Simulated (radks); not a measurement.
Question: These are the eigenvalues of the occupied orbitals of an atom or ion with whole-number occupations (hartree). Method: scalar-relativistic Kohn-Sham, exchange-only LDA, spin-polarised, spherical densities, point nucleus; computed with a radial shooting solver on a logarithmic mesh with Libxc functionals.

orbital  eigenvalue
1s up     -2479.291
1s down   -2479.276
2s up     -430.5678
2s down   -430.5581
2p up     -378.1431
2p down   -378.1303
3s up     -102.8466
3s down   -102.8144
3p up     -87.25637
3p down   -87.22312
3d up     -69.03477
3d down   -69.00682
4s up     -25.27541
4s down   -25.21487
4p up     -20.14800
4p down   -20.08594
4d up     -13.58320
4d down   -13.51599
5s up      -7.70261
5s down    -7.52782
5p up      -6.28122
4f up      -6.27534
4f down    -6.18990

Which element is it, and in what charge state? The configuration may be excited. Open shells, if any, are filled with parallel spins first.

Answer: Z = 73, tantalum, charge +9: Ta9+ in [Kr] 4d10 4f13 5s2 5p3. The list shows which subshells hold electrons but not how many an open one holds; the 1s level, -2479.3 hartree, gives Z - s = 70.4 by -(Z - s)^2/2, which with screening and relativity narrows Z to a few neighbours, and the depths of the outer levels then fix element, charge and occupations together.
